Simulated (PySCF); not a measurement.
# Two-component Hartree-Fock for Ar⁺ (argon, charge +1)

Start: [Ne] 3s2 3p5; 3p1/2 filled at m_j = -1/2, +1/2; 3p3/2 filled at m_j = -1/2, +1/2, +3/2. Calculated with PySCF 2.14 in x2c-TZVPall-2c: generalised Hartree-Fock with the X2C-1e Hamiltonian and a Gaussian nucleus; one run each with spin-orbit coupling (SO) switched off, then screened by Boettger's factors.

```tsv
spinor shell	electrons	ε, spin-free (eV)	ε, screened SO (eV)	weight of nominal j (screened SO)	rms radius, screened SO (bohr)
1s1/2	2	-3254.7	-3254.7	1.000	0.0991
2s1/2	2	-351.67	-351.65	1.000	0.446
2p1/2	2	-274.49	-276.25	0.993	0.415
2p3/2	4	-274.49	-273.59	0.997	0.418
3s1/2	2	-46.882	-46.874	0.999	1.48
3p1/2	2	-28.490	-28.511	0.637	1.70
3p3/2	3	-28.490	-28.488	0.758	1.70
```

| quantity | spin-free | screened SO |
| --- | --- | --- |
| E (hartree) | -528.07373 | -528.07758 |
| M_J | 3/2 | 3/2 |
| ⟨J²⟩ | 3.761 | 3.761 |
| ⟨L²⟩ | 2.008 | 2.008 |
| ⟨S²⟩ | 0.753 | 0.753 |

Each row is a mean over spinors that exchange with the open shell spreads, by up to 3.841 eV (3s1/2).

Rows whose weight is well below 1 are mixtures of j = l ± 1/2: exchange outweighs spin-orbit coupling there, and the label is only the starting occupation.

Without spin-orbit coupling the j labels of p, d and f shells carry no meaning; the spin-free column gives the mean over the occupied spinors of each nl shell.
